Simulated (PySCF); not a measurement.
Compound: C5H10O2Si2.
Structure used (GFN2-xTB), in Å, numbered top down from 1:
```xyz
19
C5H10O2Si2 angstrom
O      1.833    3.145    0.014
C      0.942    2.341   -0.151
C      1.130    0.916   -0.017
C      0.235   -0.083   -0.217
C     -1.180    0.030   -0.654
C     -2.123   -0.580    0.394
O     -3.476   -0.476    0.033
Si     1.239   -1.674    0.176
Si     2.768    0.075    0.486
H     -0.080    2.689   -0.410
H     -1.298   -0.530   -1.589
H     -1.479    1.065   -0.836
H     -2.029   -0.035    1.337
H     -1.842   -1.629    0.568
H     -3.615   -0.936   -0.803
H      0.640   -2.432    1.282
H      1.224   -2.585   -0.978
H      3.242    0.426    1.827
H      3.859    0.281   -0.469
```

NICS is the negative of the GIAO shielding at a point without a nucleus: at the ring centre (0) and 1 Å above and below it (1); zz is the component along the ring normal. Level: GIAO PBE0/pcSseg-1 (PySCF, non-relativistic, gas phase) on the GFN2-xTB geometry, one conformer.

Ring bond lengths (Å), with Mayer bond orders in brackets: C3–C4 1.356 (1.73), C4–Si8 1.922 (0.85), Si8–Si9 2.344 (0.91), Si9–C3 1.909 (0.85).

Question: What do the NICS probes read (ppm)?

Answer: 
```tsv
ring	type	NICS(0)	NICS(1), two faces	NICS(1)zz, two faces	rms pucker (Å)	centre to ring atoms, mean (Å)
C3–C4–Si8–Si9	4-membered ring with 2 Si; formal bonds 1 double, 3 single	0.7	-2.8 / -2.9	4.7 / 5.0	0.01	1.32
```

Question: What do they say, and how far can they be read as aromaticity?

Answer: 
- C3–C4–Si8–Si9: mean NICS(1)zz 4.8 ppm, deshielded. Si8, Si9 have four or more neighbours, and the NICS criterion for π rings isn't applied.

The run took 96 s of wall time (with the writing of density and orbital grids) on an Arm Neoverse N1 with one thread, shared host with 64 logical CPUs at a one-minute load of 58, and the process peaked at 1.1 GiB of memory. This is the whole shielding run at PBE0/pcSseg-1, SCF included.
